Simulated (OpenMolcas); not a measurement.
N II: effect of the IPEA shift

```yaml
Program: OpenMolcas 26.06
Basis: ANO-RCC-VQZP [5s4p3d2f1g]
Scalar_Hamiltonian: DKH2, point nucleus
Active_space: 4 electrons in 4 orbitals (2s 2p)
State_averaging: 2S+1 = 3 even, 6 roots; 2S+1 = 1 even, 6 roots; 2S+1 = 5 odd, 1 root; 2S+1 = 3 odd, 9 roots; 2S+1 = 1 odd, 8 roots
Spin-orbit_coupling: RASSI with atomic mean-field integrals over the reference wave functions, term energies averaged over their components
```

Methods on the same reference wave functions:
A. CASSCF
B. MS-CASPT2, IPEA 0 Eh, imaginary shift 0.1 Eh (closed shells correlated: 1s)
C. MS-CASPT2, IPEA 0.25 Eh, imaginary shift 0.1 Eh (closed shells correlated: 1s)

Energies in cm-1 above 2s2 2p2 3P0, the measured ground level; measured values from NIST Handbook of Basic Atomic Spectroscopic Data.

```csv
Level,A,B,C,Measured
2s2 2p2 3P0,0.0,0.0,0.0,0.0
2s2 2p2 3P1,44.7,45.0,45.0,48.7
2s2 2p2 3P2,133,134,134,131
2s2 2p2 1D2,17499,15520,15010,15316
2s2 2p2 1S0,30671,31970,31460,32689
2s 2p3 5S* 2,35603,45210,44530,46785
2s 2p3 3D* 2,95633,89270,89870,92250
2s 2p3 3D* 1,95633,89270,89870,92251
2s 2p3 3D* 3,95633,89270,89870,92236
2s 2p3 3P* 0,113028,107790,108230,109223
2s 2p3 3P* 1,113029,107790,108230,109216
2s 2p3 3P* 2,113029,107790,108230,109217
2s 2p3 1D* 2,160470,144310,145660,144188
2s 2p3 3S* 1,167692,154430,156930,155127
2s 2p3 1P* 1,177485,162560,163650,166766
```

Deviations, from unrounded energies. A percentage is the sum of absolute deviations over the sum of measured energies, with the sign that they share, or ± where signs differ.

```tsv
Against measurement	Levels	A	B	C
mean absolute deviation (cm-1)	14	5500	1500	1400
fine structure of the ground term (%)	2	±3.3	±3.6	±3.6
other terms of the ground configuration (%)	2	±8.8	±1.9	-3.2
other configurations (%)	10	±6.5	±1.8	±1.7
```

B, C lie about equally close to measurement and A furthest from it. The largest miss of C in the table is 2s 2p3 1P* 1, by -3100 cm-1. The ranking rests on the paired levels alone, and a cruder setting can come out closer through cancelling errors.

Between B and C the level of the table that moves most is 2s 2p3 3S* 1, by 2500 cm-1 (lowest in B, highest in C). Moves below CASPT2's spread within the term are not significant.

The mean deviations of B to C differ by less than CASPT2's widest spread within a term (580 cm-1), so their order carries little weight.

From A to B the spin-free energies of the other terms of 2s2 2p2 shown, above 3P, scale by factors of 0.89 to 1.04.

The lowest spin-free term lies below A's lowest term by 0.095 hartree in B, 0.090 hartree in C.

CASPT2 breaks the degeneracy within a term, and the mean is taken; among the terms shown or strongly mixed into the levels shown the widest spread is 580 cm-1 (2s 2p3 3D*, C). Over all roots computed the reference weight is 0.93 to 0.99 in B; the roots of lowest weight are the least certain, and an intruder state may touch them. Without dynamic correlation excited terms often stand tens of per cent too high (terms of higher spin than the ground term too low), and those without a measured partner can miss by more than the paired ones (holds for A). Measured partners are found by configuration, term and J. A level has none where our copy of the source lacks it or the pairing is in doubt (some pairs that miss far off the trend of their configuration count as doubtful), and it then counts in no deviation. Levels of configurations outside the active space are missing. Levels that lie high or do not pair safely by name in every column are left out.

* marks odd parity.
